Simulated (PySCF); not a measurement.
Molecule: SMILES CCC[SiH2]P, C3H11PSi.

Molfile (atoms numbered from 1):
```
C3H11PSi
     RDKit          3D

 16 15  0  0  0  0  0  0  0  0999 V2000
    1.6243    0.5812    0.1455 C   0  0  0  0  0  0  0  0  0  0  0  0
    0.9899   -0.3396    1.1766 C   0  0  0  0  0  0  0  0  0  0  0  0
   -0.0231   -1.3260    0.5931 C   0  0  0  0  0  0  0  0  0  0  0  0
   -1.5244   -0.5502   -0.2547 Si  0  0  0  0  0  4  0  0  0  0  0  0
   -2.3945    1.0214    1.1359 P   0  0  0  0  0  0  0  0  0  0  0  0
    0.8746    1.2197   -0.3508 H   0  0  0  0  0  0  0  0  0  0  0  0
    2.1345    0.0059   -0.6439 H   0  0  0  0  0  0  0  0  0  0  0  0
    2.3682    1.2483    0.6066 H   0  0  0  0  0  0  0  0  0  0  0  0
    0.4976    0.2664    1.9584 H   0  0  0  0  0  0  0  0  0  0  0  0
    1.7828   -0.9020    1.6988 H   0  0  0  0  0  0  0  0  0  0  0  0
   -0.4171   -1.9795    1.3902 H   0  0  0  0  0  0  0  0  0  0  0  0
    0.4664   -1.9964   -0.1365 H   0  0  0  0  0  0  0  0  0  0  0  0
   -1.1798    0.0161   -1.5973 H   0  0  0  0  0  0  0  0  0  0  0  0
   -2.5814   -1.5899   -0.4572 H   0  0  0  0  0  0  0  0  0  0  0  0
   -1.4460    2.0248    0.7641 H   0  0  0  0  0  0  0  0  0  0  0  0
   -3.3672    1.4649    0.1872 H   0  0  0  0  0  0  0  0  0  0  0  0
  1  2  1  0
  2  3  1  0
  3  4  1  0
  4  5  1  0
  1  6  1  0
  1  7  1  0
  1  8  1  0
  2  9  1  0
  2 10  1  0
  3 11  1  0
  3 12  1  0
  4 13  1  0
  4 14  1  0
  5 15  1  0
  5 16  1  0
M  END
```

Geometry PBE0-D3(BJ)/def2-SVP throughout; GIAO in PySCF 2.14, gas phase, one conformer, non-relativistic; equivalent atoms averaged; basis pcSseg-1.

**Question.** How do the shifts δ (against TMS, H3PO4 at the same level) depend on the functional? (a selection of nuclei; ppm; last column core-seconds on shared hosts with different chips, so compare them loosely; the GGAs took longer than the global hybrids here, which isn't the general rule, and the cause wasn't traced)

**Answer.** 
```
functional                    kind    C2    C1    Si4      P5  H13/H14  H15/H16  H9/H10  H6/H7/H8  H11/H12  core-s
        HF            Hartree–Fock  17.0  15.7  -36.4  -267.5     4.04     1.49    1.21      0.94     0.59     7.1
       LDA                     LDA  20.5  15.0  -47.5  -319.7     4.79     1.70    1.54      0.93     1.00      18
       PBE                     GGA  22.1  16.4  -43.7  -295.5     4.58     1.59    1.52      0.95     0.96      22
      BLYP                     GGA  23.5  17.1  -41.2  -281.6     4.46     1.49    1.54      0.99     0.95      22
      BP86                     GGA  22.2  16.6  -42.6  -293.3     4.58     1.59    1.51      0.96     0.95      22
      OPBE                     GGA  21.3  16.1  -40.9  -285.3     4.51     1.62    1.49      0.91     0.96      22
       KT2                     GGA  22.7  16.6  -45.4  -287.1     4.55     1.59    1.53      0.96     0.98      23
       KT3                     GGA  23.2  17.0  -41.1  -269.5     4.35     1.50    1.52      0.96     0.96      23
     B97-D                     GGA  22.8  17.1  -38.7  -274.3     4.40     1.55    1.52      0.99     0.93      22
     B3LYP           global hybrid  21.7  16.6  -40.1  -283.8     4.35     1.50    1.45      0.96     0.86      14
      PBE0           global hybrid  20.2  16.0  -42.0  -296.2     4.43     1.58    1.41      0.93     0.85      14
  mPW1PW91           global hybrid  20.2  16.1  -40.8  -293.3     4.39     1.56    1.40      0.93     0.84      14
      WP04           global hybrid  23.3  17.6  -31.2  -244.0     3.79     1.27    1.33      0.92     0.78      20
     B97-2           global hybrid  20.9  16.5  -39.5  -284.9     4.34     1.56    1.42      0.94     0.85      22
 BHandHLYP           global hybrid  19.6  16.1  -38.6  -280.8     4.20     1.48    1.34      0.94     0.74      20
 CAM-B3LYP  range-separated hybrid  19.7  15.8  -41.6  -291.7     4.30     1.49    1.39      0.95     0.78      30
   wB97X-D  range-separated hybrid  19.5  16.1  -41.4  -295.2     4.36     1.55    1.35      0.93     0.76      26
   LC-wPBE  range-separated hybrid  17.1  15.0  -43.0  -305.4     4.26     1.55    1.27      0.89     0.70      28
```

**Question.** Which nucleus among those listed moves most, in ppm?

**Answer.** P5 (phosphorus bonded to Si, 2 H): from -319.7 ppm with LDA to -244.0 ppm with WP04. The smallest spread is 0.11 ppm, at H6/H7/H8. Proton shifts span only some 12 ppm, so a few tenths of a ppm matter as much there as several ppm in carbon.
